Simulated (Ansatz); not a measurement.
Computed with Ansatz on PBE0-D4/def2-TZVP structures; ΔE is electronic, products minus reactants. CBS: MP2 limit from def2 TZ/QZ plus the TZ coupled-cluster correction, frozen cores. Functionals use def2-TZVPP. def2 core potentials past Kr. For Te outer-core shells are correlated without core-valence functions, which leaves a few kJ/mol of doubt a bond. Each species was taken in one conformer, which may not be the lowest.

Reaction (formal exchange of groups at a Te–Si bond): `C[Te][SiH2]O` + `C#C[SiH3]` → `C#C[SiH2][Te]C` + `O[SiH3]`

`C[Te][SiH2]O`:

Cartesian coordinates in Å:
```
C -1.339 1.233 0.639
Te -0.047 -0.020 1.815
Si 0.909 -1.168 -0.149
O 1.742 -0.089 -1.079
H -2.053 0.618 0.097
H -0.736 1.827 -0.044
H -1.864 1.885 1.335
H -0.165 -1.778 -0.982
H 1.787 -2.240 0.389
H 1.767 -0.265 -2.022
```

`C#C[SiH3]`:

Cartesian coordinates in Å:
```
C -0.558 1.224 -1.427
C -0.215 0.472 -0.549
Si 0.304 -0.667 0.777
H -0.861 1.890 -2.202
H 0.867 -1.899 0.173
H 1.334 -0.006 1.615
H -0.871 -1.013 1.613
```

`C#C[SiH2][Te]C`:

```xyz
11

C     0.503   -0.847    2.379
C     0.760   -0.041    1.518
Si    1.098    1.144    0.175
Te    0.706    0.056   -2.020
C    -1.281   -0.577   -1.499
H     0.285   -1.556    3.144
H     0.211    2.317    0.379
H     2.518    1.569    0.209
H    -1.632   -1.204   -2.317
H    -1.239   -1.152   -0.578
H    -1.929    0.290   -1.390
```

`O[SiH3]`:

```xyz
6

O     1.172   -0.198    0.478
Si   -0.325    0.213   -0.073
H     1.490   -1.082    0.293
H    -0.410    0.119   -1.556
H    -0.545    1.613    0.356
H    -1.382   -0.664    0.502
```

```tsv
level	ΔE (kJ/mol)
ωB97M-V	0.7
B2PLYP	-0.1
CCSD/def2-TZVPP	-0.7
SCS-MP2/def2-QZVPP	-3.4
```

(1) What does CCSD(T)/CBS give? (Estimate.)

Largest T1 diagnostic among the species: 0.013.

## Answers

(1) The calculation gave: -1.4 kJ/mol. The listed levels differ from it by 2.1, 1.3, 0.7, -2.0 kJ/mol.
